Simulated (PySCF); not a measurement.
# Ionisation energy of Ag by level of theory

Ag [Kr] 4d10 5s1 (2S) → Ag⁺ [Kr] 4d10 (1S), as a difference of total energies. All numbers are calculated (PySCF 2.14, scalar relativity by spin-free X2C-1e, in ANO-RCC-VTZP (7s6p4d2f1g, 68 functions)). Correlated levels: valence: [Kr] frozen; valence and next inner shell: [Ar] 3d10 frozen. The calculations carry no spin-orbit coupling.

```
                                method  ionisation energy (eV)
                                   UHF                   6.374
                                   LDA                   8.313
                                   PBE                   7.957
                                  PBE0                   7.654
                                r2SCAN                   7.790
                                  MN15                   7.788
                                 wB97X                   7.326
                                  BLYP                   8.012
                         MP2 (valence)                   7.443
                     SCS-MP2 (valence)                   7.288
    MP2 (valence and next inner shell)                   7.561
SCS-MP2 (valence and next inner shell)                   7.371
```

**Question.** How much does correlation contribute at MP2 (valence and next inner shell)?

**Answer.** 7.561 − (6.374) = 1.187 eV, measured against UHF.

Errors of the correlated levels include the incompleteness of this basis and the frozen core.

For comparison: 7.576 eV (measured; NIST Atomic Spectra Database, ionization energies).
